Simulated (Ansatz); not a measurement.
Steps of a relaxation of GeH₆O₂Si₂, SMILES `[SiH3][O][Ge][O][SiH3]` with RKS PBE-D4/def2-SVP.

```sh
$ ansatz run in.yaml --threads 2 --pin off --events-out ev --progress --plain --max-ram 32768MiB --backend cpu
```

```yaml
crystal:
  periodic: [false, false, false]
  atoms:
    - {symbol: Si, position_ang: [0.689800, 1.428200, 1.394000]}
    - {symbol: O, position_ang: [1.472100, 0.031300, 0.951800]}
    - {symbol: Ge, position_ang: [1.351600, -0.037000, -0.847800]}
    - {symbol: O, position_ang: [0.777000, -1.605400, -1.340200]}
    - {symbol: Si, position_ang: [-0.998900, -1.435100, -1.232200]}
    - {symbol: H, position_ang: [1.309500, 2.658800, 0.788600]}
    - {symbol: H, position_ang: [-0.729200, 1.408800, 0.928500]}
    - {symbol: H, position_ang: [0.688800, 1.633100, 2.838800]}
    - {symbol: H, position_ang: [-1.450300, -0.300200, -2.025100]}
    - {symbol: H, position_ang: [-1.653200, -2.663700, -1.641300]}
    - {symbol: H, position_ang: [-1.391800, -1.175700, 0.205500]}
basis:
  gaussian: {orbitals: def2-SVP}
hamiltonian: {xc: pbe, dispersion: d4}
relax: {f_tol: 0.03, max_steps: 200}
```

Positions (Å) and forces (eV/Å) along the path, 12 of 22 steps:

```xyz
11
step=1 energy=-76430.6054 eV
Si    0.690    1.428    1.394   -0.334    1.186    0.210
O     1.472    0.031    0.952    0.089   -0.951    0.471
Ge    1.352   -0.037   -0.848    1.897    2.109   -1.240
O     0.777   -1.605   -1.340   -2.601   -1.483    0.077
Si   -0.999   -1.435   -1.232    1.496   -0.636    0.952
H     1.310    2.659    0.789    0.098    0.011   -0.089
H    -0.729    1.409    0.928   -0.311   -0.020   -0.060
H     0.689    1.633    2.839    0.061   -0.107    0.810
H    -1.450   -0.300   -2.025   -0.227    0.681   -0.575
H    -1.653   -2.664   -1.641   -0.236   -0.789   -0.428
H    -1.392   -1.176    0.205    0.068    0.000   -0.128
11
step=2 energy=-76431.2039 eV
Si    0.696    1.488    1.415   -0.323    0.265    0.379
O     1.384    0.044    0.895   -0.097    0.053   -0.404
Ge    1.501   -0.008   -0.948    0.859   -0.035   -0.159
O     0.716   -1.601   -1.265   -1.606    0.128    0.002
Si   -1.036   -1.480   -1.210    1.346   -0.455    0.389
H     1.370    2.697    0.813    0.056   -0.017    0.002
H    -0.749    1.522    0.982   -0.045    0.079    0.012
H     0.727    1.586    2.904    0.106   -0.033    0.134
H    -1.472   -0.336   -2.061   -0.131    0.223   -0.172
H    -1.620   -2.751   -1.717   -0.050   -0.160   -0.089
H    -1.453   -1.217    0.213   -0.115   -0.046   -0.093
11
step=3 energy=-76431.4200 eV
Si    0.665    1.515    1.432    0.033   -0.225    0.033
O     1.328    0.072    0.836   -0.047    0.474   -0.829
Ge    1.686   -0.059   -1.004   -0.248   -0.897    0.788
O     0.664   -1.578   -1.269   -0.003    0.751   -0.056
Si   -1.035   -1.497   -1.182    0.397   -0.093   -0.194
H     1.378    2.709    0.838   -0.016    0.022    0.051
H    -0.783    1.587    1.006    0.019    0.080    0.107
H     0.759    1.564    2.935    0.028   -0.037   -0.108
H    -1.493   -0.349   -2.057   -0.081   -0.059    0.084
H    -1.601   -2.777   -1.734    0.014    0.047    0.086
H    -1.502   -1.244    0.221   -0.097   -0.063    0.038
11
step=4 energy=-76431.5315 eV
Si    0.660    1.575    1.435   -0.101   -0.409    0.176
O     1.231    0.099    0.819    0.154    0.444   -1.100
Ge    1.831   -0.183   -0.952   -0.805   -0.876    0.882
O     0.649   -1.569   -1.366    0.678    0.956    0.125
Si   -1.030   -1.518   -1.216   -0.243   -0.069   -0.093
H     1.402    2.761    0.860   -0.010   -0.056    0.000
H    -0.811    1.711    1.099    0.132    0.066    0.005
H     0.799    1.570    2.938    0.056    0.021   -0.140
H    -1.574   -0.363   -2.045    0.051   -0.156    0.110
H    -1.593   -2.810   -1.753    0.062    0.095    0.024
H    -1.499   -1.331    0.201    0.027   -0.015    0.011
11
step=5 energy=-76431.7187 eV
Si    0.693    1.660    1.485    0.008   -0.231   -0.135
O     1.190    0.227    0.746   -0.075    0.189   -0.275
Ge    1.882   -0.299   -0.871   -0.163   -0.234    0.265
O     0.599   -1.488   -1.376    0.096    0.272    0.048
Si   -1.084   -1.591   -1.272   -0.016    0.058   -0.015
H     1.488    2.830    0.955   -0.029    0.001    0.050
H    -0.768    1.891    1.176    0.068    0.038    0.054
H     0.877    1.563    2.976    0.016   -0.019   -0.060
H    -1.691   -0.480   -2.099    0.009   -0.075    0.035
H    -1.523   -2.915   -1.835    0.043    0.032    0.021
H    -1.598   -1.454    0.136    0.042   -0.031    0.012
11
step=6 energy=-76431.7907 eV
Si    0.674    1.672    1.459   -0.043    0.033    0.110
O     1.094    0.262    0.657   -0.102    0.123   -0.049
Ge    1.961   -0.450   -0.767   -0.039   -0.117   -0.056
O     0.585   -1.372   -1.498    0.039    0.014    0.120
Si   -1.077   -1.577   -1.271   -0.076    0.054   -0.072
H     1.538    2.830    1.018    0.005   -0.042    0.004
H    -0.764    2.034    1.182    0.046   -0.041   -0.022
H     0.837    1.478    2.944    0.019   -0.012   -0.052
H    -1.805   -0.529   -2.075    0.005   -0.029    0.033
H    -1.458   -2.936   -1.793    0.030    0.024    0.016
H    -1.523   -1.468    0.165    0.114   -0.007   -0.034
11
step=7 energy=-76431.8180 eV
Si    0.668    1.724    1.465    0.003    0.007    0.041
O     0.991    0.375    0.530    0.011   -0.056   -0.142
Ge    1.953   -0.496   -0.746   -0.161    0.013    0.079
O     0.597   -1.443   -1.479    0.049    0.017    0.022
Si   -1.074   -1.611   -1.286    0.022   -0.017    0.032
H     1.587    2.865    1.103   -0.011   -0.007    0.007
H    -0.756    2.159    1.238    0.039    0.002    0.020
H     0.858    1.400    2.926   -0.013   -0.004   -0.064
H    -1.796   -0.546   -2.069    0.021    0.001    0.000
H    -1.468   -2.963   -1.818    0.020    0.043   -0.008
H    -1.494   -1.521    0.156    0.019    0.001    0.013
11
step=9 energy=-76431.8426 eV
Si    0.627    1.755    1.419    0.056   -0.091    0.167
O     0.810    0.481    0.344    0.087   -0.107   -0.213
Ge    1.922   -0.507   -0.729   -0.129    0.162    0.184
O     0.649   -1.571   -1.433    0.028    0.035   -0.036
Si   -1.033   -1.625   -1.251   -0.026   -0.058    0.069
H     1.636    2.853    1.158   -0.093   -0.058   -0.009
H    -0.772    2.309    1.286    0.138   -0.019    0.014
H     0.838    1.251    2.837   -0.063    0.096   -0.182
H    -1.687   -0.466   -1.963    0.034   -0.072    0.028
H    -1.502   -2.927   -1.848    0.008    0.094   -0.037
H    -1.422   -1.610    0.200   -0.040    0.018    0.015
11
step=10 energy=-76431.8529 eV
Si    0.608    1.726    1.390   -0.049    0.204    0.228
O     0.758    0.457    0.314    0.002   -0.112   -0.139
Ge    1.925   -0.489   -0.715    0.050    0.004    0.001
O     0.678   -1.573   -1.428   -0.082   -0.062   -0.037
Si   -1.005   -1.610   -1.208   -0.049    0.045   -0.046
H     1.630    2.807    1.114   -0.043   -0.079    0.042
H    -0.770    2.322    1.243    0.081   -0.030    0.028
H     0.787    1.220    2.806   -0.014    0.084   -0.136
H    -1.656   -0.413   -1.865    0.063   -0.091    0.072
H    -1.511   -2.861   -1.881    0.041    0.070    0.044
H    -1.378   -1.645    0.251    0.000   -0.031   -0.058
11
step=19 energy=-76431.8722 eV
Si    0.608    1.789    1.366    0.019    0.029    0.015
O     0.646    0.511    0.274    0.012    0.008    0.005
Ge    1.832   -0.299   -0.856   -0.003    0.011    0.010
O     0.654   -1.495   -1.508   -0.045   -0.010    0.002
Si   -0.993   -1.709   -1.153    0.043   -0.016   -0.017
H     1.917    2.548    1.364   -0.046   -0.034    0.000
H    -0.499    2.735    0.982    0.025   -0.026    0.024
H     0.361    1.259    2.755   -0.003    0.022   -0.048
H    -1.788   -0.473   -1.473    0.000   -0.001    0.005
H    -1.476   -2.837   -2.019   -0.002    0.004   -0.007
H    -1.198   -2.087    0.288    0.000    0.012    0.012
11
step=21 energy=-76431.8728 eV
Si    0.609    1.792    1.366    0.009    0.008    0.009
O     0.639    0.528    0.256    0.004    0.014    0.013
Ge    1.822   -0.278   -0.878    0.001    0.003    0.000
O     0.650   -1.485   -1.521   -0.036   -0.005    0.008
Si   -0.990   -1.717   -1.149    0.028    0.008   -0.005
H     1.937    2.514    1.403   -0.035   -0.019   -0.003
H    -0.466    2.770    0.979    0.020   -0.014    0.005
H     0.316    1.249    2.738    0.003    0.009   -0.024
H    -1.803   -0.493   -1.469    0.002   -0.004   -0.001
H    -1.469   -2.856   -2.003    0.002    0.001    0.002
H    -1.178   -2.081    0.299    0.002    0.000   -0.004
11
step=22 energy=-76431.8730 eV
Si    0.610    1.792    1.367    0.000   -0.001   -0.006
O     0.637    0.534    0.250    0.001    0.001    0.004
Ge    1.819   -0.269   -0.887   -0.001    0.000   -0.002
O     0.647   -1.480   -1.526   -0.018    0.003    0.007
Si   -0.990   -1.718   -1.147    0.017    0.001   -0.004
H     1.942    2.500    1.418   -0.002   -0.003    0.003
H    -0.451    2.783    0.976    0.002   -0.002    0.001
H     0.299    1.244    2.732    0.001    0.002   -0.002
H    -1.811   -0.501   -1.471    0.001   -0.001    0.002
H    -1.466   -2.864   -1.994    0.000   -0.002    0.000
H    -1.169   -2.078    0.303   -0.001    0.002   -0.002
```

Hardware: 2 threads of an AMD EPYC 7R13 on a shared host. Wall time 47 s, peak host memory 0.22 GiB.
